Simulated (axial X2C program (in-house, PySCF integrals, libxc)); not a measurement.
# Working with the constants of KSe

A bond curve at the CCSD(T) level, 2c, was computed with an in-house all-electron X2C program for linear molecules (integrals from PySCF) (basis Se dyall-cv3z [8s9p6d4f1g], K dyall-cv3z [11s12p6d3f] (cores contracted in-house)) for the state Ω = 3/2 (⟨Sz⟩ = 0.50, ⟨Lz⟩ = 1.00 at HF). Its fit gives Re = 2.9601 Å, ωe = 198.2 cm⁻¹, ωexe = 0.617 cm⁻¹ and αe = 3.404e-04 cm⁻¹; the masses are 79.9165 and 38.9637 u. Two-component means X2C with spin–orbit coupling and atomic mean-field Coulomb and Gaunt terms.

Correlated methods: 15 electrons correlated (number of frozen shells: Se 3 s, 2 p, 1 d; K 2 s, 1 p), 253 virtual spin orbitals or spinors in MP2, 90 natural virtuals in coupled cluster.

Q: Find the reduced mass, Be and the force constant.

A: From the CCSD(T) values: μ = 26.1931 u. Be = 16.8576/(μ Re²) = 0.07345 cm⁻¹. k = 5.8918×10⁻⁷ μ ωe² = 0.606 mdyn/Å.

Q: Estimate De from a Morse curve and compare with the computed well depth of 2.262 eV to Se + K.

A: De(Morse) = ωe²/(4ωexe) = 1.973 eV against 2.262 eV computed, a ratio of 0.87. For De the Morse form works well here.

Q: Where do the fundamental and the first overtone lie?

A: ν(1←0) = ωe − 2ωexe = 197.0 cm⁻¹; ν(2←0) = 2ωe − 6ωexe = 392.7 cm⁻¹.

Q: A Morse curve ties αe to the other constants (Pekeris). How well does that hold?

A: αe(Morse) = 6Be²/ωe × (√(ωexe/Be) − 1) = 3.100e-04 cm⁻¹; the CCSD(T) curve gives 3.404e-04 cm⁻¹, a ratio of 0.91.

Q: Estimate the centrifugal constant by the Kratzer relation.

A: D = 4Be³/ωe² = 4.03e-08 cm⁻¹.

Occupations by symmetry block were frozen at the best pattern of an incomplete PBE0 search. Dissociation energies refer to the lowest single-determinant-based atoms at the same level and basis. CCSD and (T) use frozen natural virtuals with an MP2 correction for the truncation; (T) itself is uncorrected, so its De runs slightly low. PBE0 can misorder states that lie within some tenths of an eV, so this need not be the ground state of the molecule. The nearest other 2c determinant of the search, Ω = 1/2, lies 0.16 eV up at the distance of the search.
